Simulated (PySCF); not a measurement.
# An isoelectronic set: 55 electrons

CCSD(T) in PySCF with def2-SVPD on every atom (core potentials on Rb, Sr, I), for the lowest determinant that a PBE0 search found; no spin–orbit coupling. All have 55 electrons, 9 of them in the valence shells, and the same state, a doublet (σ ↑). For ions De leads to the atom and ion picked by measured ionisation energies and electron affinities.

| species | difference of nuclear charges | Re (Å) | ωe (cm⁻¹) | k (mdyn/Å) | De (eV) | dissociates to |
| --- | --- | --- | --- | --- | --- | --- |
| CaSe⁻ | 14 | 2.634 | 283 | 1.26 | n/a | Ca + Se⁻ |
| RbCl⁻ | 20 | 3.050 | 168 | 0.413 | 1.19 | Rb + Cl⁻ |
| SrS⁻ | 22 | 2.628 | 319 | 1.40 | n/a | Sr + S⁻ |
| HI⁻ | 52 | 2.599 | 370 | 0.0809 | 0.11 | H + I⁻ |
| SrCl | 21 | 2.654 | 295 | 1.28 | 4.09 | Sr + Cl |

Task: Which member of the whole set has the stiffest bond, and how does it compare with the softest?

Result: SrS⁻ with k = 1.40 mdyn/Å, 17 times that of HI⁻.

Correlated steps freeze the inner cores (4 to 14 orbitals); shallow outer-core shells are correlated. Weak bonds: HI⁻. Basis-set superposition, not corrected here, can be much of De in a small basis, most of all at correlated wavefunction levels. Spin–orbit coupling is left out, which matters for elements this heavy, above all for dissociation energies. For an ion De counts to the pair picked by the measured ionisation energies or electron affinities, which need not be the lowest pair at this level. States were picked by a PBE0 search and need not be the measured ground states.
